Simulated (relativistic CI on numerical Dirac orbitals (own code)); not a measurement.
## Hyperfine structure of Pr²⁵⁺, mass number 141

Computed by Dirac-Coulomb-Breit CI, separate exchange-only KLI orbitals for each configuration, QED by a radiative potential, unscaled Slater integrals (own radial code, finite nucleus).

Configuration list (outside the closed core [Ar] 3d10): 4s2 4p4, 4s 4p5, 4s2 4p3 4d, 4p6, 4s 4p4 4d, 4s2 4p3 4f, 4s 4p4 4f, 4p5 4d, 4s 4p3 4d2, 4s2 4p2 4d 4f, 4p5 4f, 4p4 4d2, 4p3 4d3, 4p3 4d2 4f. Double excitations out of closed p, d and f shells are left out; levels of such configurations are missing from the list, as are those of other unlisted configurations, and high levels can miss mixing partners.

Nuclear spin I = 5/2, μ = 4.266 μN, Q = -0.0589 b (tables of Stone and Pyykkö). The electronic factors are computed for point nuclear moments, without core polarisation or the Bohr-Weisskopf and QED corrections.

```
       Level   E (eV)  A (GHz)  B (GHz)
4s2 4p4 3P_2   0.0000    36.55   -0.623
4s2 4p4 3P_1  25.3743   -16.85     1.24
4s2 4p4 1D_2  28.8555    92.65     3.09
4s 4p5 3P°_2  85.2626    205.7      2.2
```

Levels with J = 0, under 50 % of one LS term, or S terms without an open s electron are left out. Small factors come from cancelling terms and can be off by tens of per cent or more.

At this charge energies of transitions that change n are usually good to better than 1 %, and those within a shell (Δn = 0) to a few per cent.

Problem. Give the hyperfine levels of 4s2 4p4 3P_2 relative to its centre of gravity.

Solution. With K = F(F + 1) − I(I + 1) − J(J + 1), E = AK/2 + B[¾K(K + 1) − I(I + 1)J(J + 1)]/[2I(2I − 1)J(2J − 1)]: F = 1/2: -256.3, F = 3/2: -201.2, F = 5/2: -109.5, F = 7/2: 18.54, F = 9/2: 182.6 GHz.

LS names give the leading component of a level, which can be under half, so a name can repeat, a term be missing and a line seem to break the LS rules.
